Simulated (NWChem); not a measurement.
System: GeCl$_{2}$, singlet; SMILES [Cl][Ge][Cl]

NWChem input:

```
start job
memory heap 200 mb stack 900 mb global 1100 mb
geometry units angstroms
  Ge     0.036553    -0.032959     0.687479
  Cl     1.038723     1.285823    -0.701492
  Cl    -1.113620    -1.218299    -0.707091
end
basis spherical
  * library 6-31g*
end
dft
  xc b3lyp
  iterations 150
end
driver
  maxiter 120
end
task dft optimize
task dft freq
```

Parts of the log:

```
             Northwest Computational Chemistry Package (NWChem) 7.3.0
             --------------------------------------------------------

 C2V symmetry detected

                             Geometry "geometry" -> ""
                             -------------------------

 Output coordinates in angstroms (scale by  1.889725989 to convert to a.u.)

  No.       Tag          Charge          X              Y              Z
 ---- ---------------- ---------- -------------- -------------- --------------
    1 Ge                  32.0000     0.00000000     0.00000000     0.71880770
    2 Cl                  17.0000    -1.65100263     0.00000000    -0.67652489
    3 Cl                  17.0000     1.65100263     0.00000000    -0.67652489

 Effective nuclear repulsion energy (a.u.)     312.6591252388

      Symmetry information
      --------------------

 Group name             C2v
 Group number             16
 Group order               4
 No. of unique centers     2

                                Z-matrix (autoz)
                                --------

 Units are Angstrom for bonds and degrees for angles

      Type          Name      I     J     K     L     M      Value
      ----------- --------  ----- ----- ----- ----- ----- ----------
    1 Stretch                  1     2                       2.16166
    2 Stretch                  1     3                       2.16166
    3 Bend                     2     1     3                99.59485

                           NWChem Geometry Optimization
                           ----------------------------

 maximum gradient threshold         (gmax) =   0.000450
 rms gradient threshold             (grms) =   0.000300
 maximum cartesian step threshold   (xmax) =   0.001800
 rms cartesian step threshold       (xrms) =   0.001200
 fixed trust radius                (trust) =   0.300000
 source of zmatrix                         =   autoz

          -------------------
          Energy Minimization
          -------------------

 Using diagonal initial Hessian
 Scaling for Hessian diagonals: bonds = 1.00  angles = 0.25  torsions = 0.10

          --------
          Step   0

                                 NWChem DFT Module
                                 -----------------

 Summary of "ao basis" -> "ao basis" (spherical)
 ------------------------------------------------------------------------------
       Tag                 Description            Shells   Functions and Types
 ---------------- ------------------------------  ------  ---------------------
 Ge                          6-31g*                 12       32   5s4p3d
 Cl                          6-31g*                  8       18   4s3p1d

      Symmetry analysis of basis
      --------------------------

        a1         28
        a2          8
        b1         20
        b2         12

            General Information
            -------------------
          SCF calculation type: DFT
          Wavefunction type:  closed shell.
          No. of atoms     :     3
          No. of electrons :    66
           Alpha electrons :    33
            Beta electrons :    33
          Charge           :     0
          Spin multiplicity:     1
          Use of symmetry is: on ; symmetry adaption is: on
          Maximum number of iterations: 150
          AO basis - number of functions:    68
                     number of shells:    28
          Convergence on energy requested:  1.00D-06
          Convergence on density requested:  1.00D-05
          Convergence on gradient requested:  5.00D-04

              XC Information
              --------------
                         B3LYP Method XC Potential
                     Hartree-Fock (Exact) Exchange  0.200
                        Slater Exchange Functional  0.800 local
                    Becke 1988 Exchange Functional  0.720 non-local
              Lee-Yang-Parr Correlation Functional  0.810
                  VWN I RPA Correlation Functional  0.190 local

             Grid Information
             ----------------
          Grid used for XC integration:  medium
          Radial quadrature: Mura-Knowles
          Angular quadrature: Lebedev.
          Tag              B.-S. Rad. Rad. Pts. Rad. Cut. Ang. Pts.
          ---              ---------- --------- --------- ---------
          Ge                  1.25      112           8.0       590
          Cl                  1.00       88          10.0       590
          Grid pruning is: on
          Number of quadrature shells:   200
          Spatial weights used:  Erf1

      Superposition of Atomic Density Guess
      -------------------------------------

 Sum of atomic energies:       -2993.92260191

      Non-variational initial energy
      ------------------------------

 Total energy =   -2994.240617
 1-e energy   =   -4788.322682
 2-e energy   =    1481.422939
 HOMO         =      -0.287868
 LUMO         =      -0.045770

      Symmetry analysis of molecular orbitals - initial
      -------------------------------------------------

  Numbering of irreducible representations:

     1 a1          2 a2          3 b1          4 b2

  Orbital symmetries:

[...]

      ----------------------
      Optimization converged
      ----------------------

  Step       Energy      Delta E   Gmax     Grms     Xrms     Xmax
  ---- ---------------- -------- -------- -------- -------- --------
@    4   -2997.24150242 -7.4D-08  0.00000  0.00000  0.00064  0.00127
                                     ok       ok       ok       ok

                                Z-matrix (autoz)
                                --------

 Units are Angstrom for bonds and degrees for angles

      Type          Name      I     J     K     L     M      Value     Gradient
      ----------- --------  ----- ----- ----- ----- ----- ---------- ----------
    1 Stretch                  1     2                       2.22024   -0.00000
    2 Stretch                  1     3                       2.22024   -0.00000
    3 Bend                     2     1     3               101.04862    0.00000

                         Geometry "geometry" -> "geometry"
                         ---------------------------------

 Output coordinates in angstroms (scale by  1.889725989 to convert to a.u.)

  No.       Tag          Charge          X              Y              Z
 ---- ---------------- ---------- -------------- -------------- --------------
    1 Ge                  32.0000     0.00000000     0.00000000     0.72959757
    2 Cl                  17.0000    -1.71378861     0.00000000    -0.68191983
    3 Cl                  17.0000     1.71378861     0.00000000    -0.68191983

 Effective nuclear repulsion energy (a.u.)     303.9350002461

      Symmetry information
      --------------------

 Group name             C2v
 Group number             16
 Group order               4
 No. of unique centers     2

                Final and change from initial internal coordinates
                --------------------------------------------------

                                Z-matrix (autoz)
                                --------

 Units are Angstrom for bonds and degrees for angles

      Type          Name      I     J     K     L     M      Value       Change
      ----------- --------  ----- ----- ----- ----- ----- ---------- ----------
    1 Stretch                  1     2                       2.22024    0.05858
    2 Stretch                  1     3                       2.22024    0.05858
    3 Bend                     2     1     3               101.04862    1.45377

[...]

 Rotational Constants
 --------------------
 A=   0.235441 cm-1  (  0.338739 K)
 B=   0.082068 cm-1  (  0.118075 K)
 C=   0.060856 cm-1  (  0.087556 K)

 Temperature                      =   298.15K
 frequency scaling parameter      =   1.0000

 Zero-Point correction to Energy  =    1.299 kcal/mol  (  0.002071 au)
 Thermal correction to Energy     =    3.893 kcal/mol  (  0.006204 au)
 Thermal correction to Enthalpy   =    4.486 kcal/mol  (  0.007148 au)

 Total Entropy                    =   70.869 cal/mol-K
   - Translational                =   40.784 cal/mol-K (mol. weight = 143.8596)
   - Rotational                   =   25.331 cal/mol-K (symmetry #  =        2)
   - Vibrational                  =    4.755 cal/mol-K

 Cv (constant volume heat capacity) =   10.886 cal/mol-K
   - Translational                  =    2.979 cal/mol-K
   - Rotational                     =    2.979 cal/mol-K
   - Vibrational                    =    4.927 cal/mol-K

[normal modes left out]

 ----------------------------------------------------------------------------
 Normal Eigenvalue ||           Projected Infra Red Intensities
  Mode   [cm**-1]  || [atomic units] [(debye/angs)**2] [(KM/mol)] [arbitrary]
 ------ ---------- || -------------- ----------------- ---------- -----------
    1        0.000 ||    0.001620           0.037         1.579       0.774
    2        0.000 ||    0.000856           0.020         0.835       0.409
    3        0.000 ||    0.000856           0.020         0.835       0.409
    4        0.000 ||    0.000499           0.012         0.487       0.238
    5        0.000 ||    0.000001           0.000         0.001       0.000
    6        0.000 ||    0.000361           0.008         0.352       0.173
    7      149.756 ||    0.002261           0.052         2.204       1.080
    8      370.973 ||    0.128666           2.968       125.430      61.461
    9      388.600 ||    0.053291           1.229        51.951      25.456
 ----------------------------------------------------------------------------
```

Level: B3LYP/6-31G* (spherical d). Low-valent species are run as closed-shell singlets; no triplet was tried in these runs.
